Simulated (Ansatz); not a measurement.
CH3O3Re, singlet, geometry from GFN2-xTB (such geometries of metal compounds can be far from the true shape) (core potentials on Re); BLYP/def2-SVP (Ansatz, a program for electronic structure).

Input for Ansatz:
Ansatz 0.2 input:
```yaml
crystal:
  periodic: [false, false, false]
  atoms:
    - {symbol: Re, position_ang: [0.06874118, -0.12694771, -0.06206747]}
    - {symbol: O, position_ang: [1.20409994, 0.71141375, -0.92250863]}
    - {symbol: O, position_ang: [0.49430691, -0.80148520, 1.38573825]}
    - {symbol: O, position_ang: [-1.28320559, -0.67670116, -0.83812129]}
    - {symbol: C, position_ang: [-0.89001532, 1.64363512, 0.80360865]}
    - {symbol: H, position_ang: [-0.15488768, 2.19502798, 1.39106321]}
    - {symbol: H, position_ang: [-1.71349648, 1.32519993, 1.44394246]}
    - {symbol: H, position_ang: [-1.26872215, 2.27322082, -0.00246365]}
basis:
  gaussian:
    orbitals: def2-SVP
hamiltonian:
  xc: blyp
```

Question: Write the output that Ansatz gives for this input, abridged.

Answer: 
```
Functional definition: BLYP
1058 factors; their error is unknown
mean field evaluation 1: about -9321.6402 eV, gradient 1.3e2 eV
mean field evaluation 2: about -9124.2482 eV, gradient 3.1e2 eV
mean field evaluation 4: about -9350.1539 eV, gradient 3.4e1 eV
mean field evaluation 8: about -9352.8884 eV, gradient 8.4e-2 eV
mean field evaluation 16: about -9352.8415 eV, gradient 1.1e-4 eV
mean field -9352.84146075 eV, -343.7105840987 hartree, gradient 8.6e-6 eV, S^2 0.000000; 0 other end points of the search recorded, 0 dependent functions left out
reference -9352.84182586 eV, -343.7105975166 hartree; 24, 24 occupied and 79, 79 virtual orbitals, 1058 factors
Total energy: -9352.84182586 eV, -343.7105975166 hartree
```
